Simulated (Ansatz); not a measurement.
Stepwise reaction of `FB(F)Cl` with methanol, as a gas-phase model of exchange steps in deposition or etching. ΔE in kJ/mol; ΔG adds harmonic PBE0-D4 terms to CCSD(T)/CBS, at 1 bar.

Computed with Ansatz on PBE0-D4/def2-TZVP structures; ΔE is electronic, products minus reactants. CCSD(T)/CBS adds triple-zeta CCSD(T) − MP2 to the extrapolated MP2 energy (def2 sets, frozen cores). This one scheme is used for every species. DFT in def2-TZVPP. B3LYP here is the variant with VWN-RPA as its local correlation; programs differ in this. Each species was taken in one conformer, which may not be the lowest.

```json
{"step": "2", "reaction": "`COB(F)Cl` + CH₃OH → `COB(Cl)OC` + H–F", "PBE-D4": "9.7", "B3LYP-D4": "9.1", "ωB97M-V": "8.9", "CCSD(T)/CBS": "2.6", "ΔG(600 K)": "17.4"}
```

Question: Give the row of step 1, `FB(F)Cl` + CH₃OH → `COB(F)Cl` + H–F. (Best estimate.)

Answer: Computed: 
```tsv
step	reaction	PBE-D4	B3LYP-D4	ωB97M-V	CCSD(T)/CBS	ΔG(600 K)
1	`FB(F)Cl` + CH₃OH → `COB(F)Cl` + H–F	0.4	0.7	2.1	-3.6	-3.6
```

Question: By hand: ΔE of the 2 steps together at CCSD(T)/CBS.

Answer: (-3.6) + (2.6) = -1.0 kJ/mol, or -0.5 kJ/mol a step.

In ΔE each step is higher than the one before. ΔG lies between -3.6 and 17.4 kJ/mol a step. PBE-D4 differs from CCSD(T)/CBS by 4.0 to 7.1 kJ/mol a step. Isolated molecules leave out the surface, adducts and barriers. Largest T1 diagnostic: 0.012.
